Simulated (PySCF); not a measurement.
B(Me)(Et)(NH2) (C₃H₁₀BN), SMILES CCB(N)C. Heavy atoms are numbered as in [B:1]([CH3:2])([CH2:6][CH3:7])[NH2:13]. Hydrogens are named by the atom that carries them.

Coordinates come from a r2SCAN-D4/def2-SVP optimisation. The values are those of a single conformer.

Level of theory: PBE/def2-TZVP (PySCF).

ESP charges are fitted to the potential on shells at 1.4 to 2.0 van der Waals radii. Atomic charges (e), one atom of each kind:

| atom | meta-Löwdin | Mulliken | ESP fit |
|---|---|---|---|
| B1 | 0.16 | 0.17 | 0.66 |
| C2 (CH3) | -0.47 | -0.44 | -0.85 |
| H on C2 | 0.13 | 0.13 | 0.18 |
| C6 (CH2) | -0.31 | -0.27 | -0.01 |
| C7 (CH3) | -0.34 | -0.39 | -0.38 |
| H on C6 | 0.12 | 0.11 | 0.01 |
| H on C7 | 0.10 | 0.12 | 0.08 |
| N13 (NH2) | -0.42 | -0.44 | -1.04 |
| H on N13 | 0.23 | 0.22 | 0.41 |

### Question
Give the Mayer and Wiberg (Löwdin basis) orders of the bonds. (The exact figures need the calculation; the answer reports its results.)

### Answer

| bond | Mayer | Wiberg |
|---|---|---|
| B1–C2 | 1.03 | 1.28 |
| B1–C6 | 1.03 | 1.19 |
| C6–C7 | 0.99 | 1.28 |
| B1–N13 | 1.42 | 1.84 |
